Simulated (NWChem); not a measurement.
System: BeBr2; SMILES [Br][Be][Br]

```xyz
3

Be     0.0000     0.0000     0.0000
Br     1.4375     0.3209    -1.2823
Br    -1.4375    -0.3209     1.2823
```
Atoms are numbered in this order, from 1.

The geometry was optimised at PBE0/def2-SVP.

Problem. List the 4 lowest vertical singlet excitations from LRC-wPBEh/aug-cc-pVDZ, TDA (NWChem).

Solution. 
```json
[
 {"state": "S1", "energy (eV)": "6.98", "oscillator strength": "0.000", "leading excitation (squared amplitude)": "HOMO−1 → LUMO+5 (0.35)"},
 {"state": "S2", "energy (eV)": "7.03", "oscillator strength": "0.000", "leading excitation (squared amplitude)": "HOMO−1 → LUMO+5 (0.41)"},
 {"state": "S3", "energy (eV)": "7.03", "oscillator strength": "0.000", "leading excitation (squared amplitude)": "HOMO−1 → LUMO+4 (0.41)"},
 {"state": "S4", "energy (eV)": "7.06", "oscillator strength": "0.000", "leading excitation (squared amplitude)": "HOMO → LUMO (0.57)"}
]
```
